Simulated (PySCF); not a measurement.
# Ionisation energy of Ag+ by level of theory

Ag+ [Kr] 4d10 (1S) → Ag(2+) [Kr] 4d9 (2D), as a difference of total energies. Calculation: PySCF 2.14, in x2c-TZVPPall with one added diffuse shell each of s, p, d, f type (9s7p7d3f1g, 95 functions); scalar relativity by spin-free X2C-1e. Correlated levels: valence: [Kr] frozen. The calculations carry no spin-orbit coupling.

```
           method  ionisation energy (eV)
              UHF                  19.710
    MP2 (valence)                  21.793
SCS-MP2 (valence)                  21.567
   CCSD (valence)                  21.389
CCSD(T) (valence)                  21.503
```

Problem. How much does correlation contribute at CCSD(T) (valence)?

Solution. 21.503 − (19.710) = 1.793 eV, measured against UHF.

A first-order spin-orbit estimate (lowest level to lowest level, LS coupling) adds -0.239 eV.

Errors of the correlated levels include the incompleteness of this basis and the frozen core.

For comparison: 21.484 eV (measured; NIST Atomic Spectra Database, ionization energies).
